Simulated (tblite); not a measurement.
Compound: C6H10O2 (charge +1 and doublet state).
Z-matrix (Å and degrees, GFN2-xTB geometry), rows numbered from 1:
```
C 
O   1  1.4393
C   2  1.2852  1  119.49
O   3  1.2008  2  130.44  1     2.24
C   3  1.5684  2  110.62  1  -178.60
C   5  1.5266  3  107.15  2  -130.35
C   6  1.5161  5   88.05  3   -89.23
C   7  1.5164  6   89.08  5   -19.05
H   1  1.0902  2  108.76  3    97.52
H   1  1.0898  2  111.14  3   -23.90
H   1  1.0889  2  105.96  3  -144.52
H   5  1.0889  3  107.79  2     2.37
H   6  1.0946  5  110.31  3   157.15
H   6  1.0908  5  119.43  3    32.98
H   7  1.0907  6  120.68  5  -144.78
H   7  1.1072  6  109.38  5    91.07
H   8  1.0910  5  119.31  3   -33.42
H   8  1.0944  5  110.62  3  -157.67
```

Method: GFN2-xTB as coded in tblite; computed harmonic values from a numerical Hessian at the method's own geometry, unscaled. This tight-binding method is rough: wavenumbers can miss measured ones by several per cent, in bad cases by 10 to 20. One conformer, not necessarily the lowest. Open shells enter through the occupations alone, without spin polarisation, and single modes of such species can be off by tens of per cent.

Harmonic wavenumbers (cm⁻¹): 28.3, 66.5, 133.0, 164.9, 243.5, 279.3, 342.8, 368.0, 603.0, 631.6, 680.8, 730.6, 804.4, 853.6, 897.3, 926.1, 931.9, 955.0, 955.4, 1005.4, 1022.4, 1040.2, 1074.3, 1105.6, 1113.6, 1170.4, 1174.4, 1194.1, 1209.6, 1229.6, 1242.3, 1324.5, 1349.3, 1371.7, 1400.6, 1404.7, 1422.5, 1737.2, 2789.8, 2927.0, 2932.6, 2975.4, 2984.6, 2989.1, 2999.3, 3010.5, 3015.5, 3031.2.

A = 5144, B = 1310, C = 1253 MHz; mass 114.068 u (most abundant isotopes); point group C1, symmetry number 1; spin multiplicity 2.

Problem. Zero-point energy?

Solution. ½Σν̃ = 31922 cm⁻¹ = 91.27 kcal/mol.

Problem. Entropy at 350 K, 1 bar (ideal gas, RRHO, classical rotation)?

Solution. Translation 40.93, rotation 28.51, vibration 28.92, spin (R ln 2) 1.38: S = 99.7 cal/(mol K).

Problem. And Cp and H(350 K) − H(0)?

Solution. Cp = 38.61 cal/(mol K), of which vibrations give 30.66 (their classical limit is 48 R = 95.4); H(350 K) − H(0) = 7.91 kcal/mol without the zero-point energy, 5.13 from vibrations.

Problem. Blend soft modes into free rotors: weight 1/[1 + (100 cm⁻¹/ν̃)⁴] for the oscillator and the rest for a rotor with moment μB/(μ + B), μ = h/(8π²ν), B = 10⁻⁴⁴ kg m². What vibrational entropy results?

Solution. 25.84 cal/(mol K) in place of 28.92, which changes −T·S at 350 K by +1.08 kcal/mol.

Problem. How do the functions run with temperature in this model?

Solution. 
```tsv
T (K)	S (cal/(mol K))	Cp (cal/(mol K))	H − H(0) (kcal/mol)	G − H(0) (kcal/mol)	ln q(vib)
150	76.5	20.1	2.16	-9.31	3.00
250	88.6	28.5	4.56	-17.58	5.10
298.15	94.0	33.3	6.05	-21.98	6.10
400	105.2	43.5	9.97	-32.12	8.24
600	126.1	59.3	20.36	-55.29	12.58
900	153.2	74.0	40.56	-97.30	18.99
```

q(vib) and H(0) count from the zero-point level.

Hindered rotation and anharmonicity are outside this model. Other conformers, if any are populated, would add a mixing term that is left out. The structure is chiral; the term R ln 2 for an equal mix with its mirror image is left out.
